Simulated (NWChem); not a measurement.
C3H2BrF; SMILES C(=C(F)Br)=C

Program: NWChem. The geometry was optimised at PBE0/def2-SVP. Level: PBE0/def2-SVP with SMD (1 M gas to 1 M solution), gas-phase geometry.

What does the run give for solvent 1-propanol? Quantities: solvation free energy (kcal/mol); cavity-dispersion-structure term (kcal/mol); dipole in solution (D).

solvation free energy (kcal/mol): -2.5
cavity-dispersion-structure term (kcal/mol): -0.3
dipole in solution (D): 2.64
